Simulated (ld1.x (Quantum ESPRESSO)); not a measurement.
## What one change does to a pseudopotential (Sn, TM)

```json
{"Element": "Sn (Z = 50)", "Generator": "ld1.x (Quantum ESPRESSO) 7.5", "Type": "norm-conserving Troullier–Martins (Kleinman–Bylander form)", "Functional": "PBEsol", "Relativity": "scalar-relativistic", "Frozen core": "[Kr] 4d10", "Valence charge": "4", "Reference configuration": "5s2 5p2", "Partial waves": "5s (bound): rc 1.55 bohr; 5p (bound): rc 2.55 bohr; 5d channel at -0.1 Ry: rc 2.45 bohr", "Local potential": "the d channel", "Core correction": "Bessel-smoothed model core inside 1.50 bohr"}
```

All-electron outer shells of the reference configuration (PBEsol, scalar-relativistic, ld1.x):

| shell | level (eV) | outermost node (bohr) | outermost maximum (bohr) |
| --- | --- | --- | --- |
| 4p | -89.56 | 0.41 | 0.79 |
| 4d | -25.79 | 0.39 | 0.88 |
| 5s | -10.59 | 0.98 | 2.01 |
| 5p | -3.71 | 1.09 | 2.55 |

Change: local potential the p channel.

Cutoffs: the cutoffs (Ry, on a coarse ladder) from which the occupation-weighted sum of valence levels, in a spherical-Bessel basis at the reference potential, stays within 10 and 1 mRy of its value at 400 Ry; they do not see the model core or the augmentation charge, which bear on the density cutoff. Errors are all-electron minus pseudo energies relative to the spin-unpolarised reference configuration.

How do hardness, ghosts and transferability respond?

The potential gets neither clearly harder nor softer (35 Ry and 100 Ry → 35 Ry and 100 Ry); the bound ghosts move from p, s to d; of the 7 tests that both files solve, the error grows in 0 and shrinks in 5 by more than 15 % and 0.3 meV (median size 60.0 → 38.5 meV). In the separable form a ghost depends on how the local part lies against the semilocal potential of the channel, so the choice of the local part can create or remove one.

| quantity | base | changed |
| --- | --- | --- |
| cutoff, loose | 35 Ry | 35 Ry |
| cutoff, tight | 100 Ry | 100 Ry |
| loose cutoff by channel (10 mRy a level) | s 30 Ry, p 10 Ry | s 30 Ry, p 6 Ry |
| bound ghosts | s, p | d |
| error for 5s2 5p1, meV [ΔE 6.90 eV] | -12 | -7.3 |
| error for 5s2 5p0, meV [ΔE 20.87 eV] | -72 | -57 |
| error for 5s1 5p0, meV [ΔE 51.88 eV] | -379 | -332 |
| error for 5s1 5p2, meV [ΔE 14.58 eV] | -60 | -39 |
| error for 5s2 5p2.3, meV [ΔE -0.85 eV] | -0.1 | +0.1 |
| error for 5s2 5p1.5, meV [ΔE 2.63 eV] | -2.4 | -1.5 |
| error for 5s0 5p4, meV [ΔE 14.25 eV] | -101 | -82 |
| s: phases at 2.74 bohr within 0.05 rad from the reference energy up to (Ry; the scan ends near 5) | 0.4 | 1.2 |
| p: phases at 2.74 bohr within 0.05 rad from the reference energy up to (Ry; the scan ends near 5) | 3.0 | 2.9 |
| d: phases at 2.74 bohr within 0.05 rad from the reference energy up to (Ry; the scan ends near 5) | 0.3 | 0.6 |

 A true bound ghost makes a file unfit for plane-wave use even where its test errors are small: the radial tests pick states by their node count and pass the ghost by.
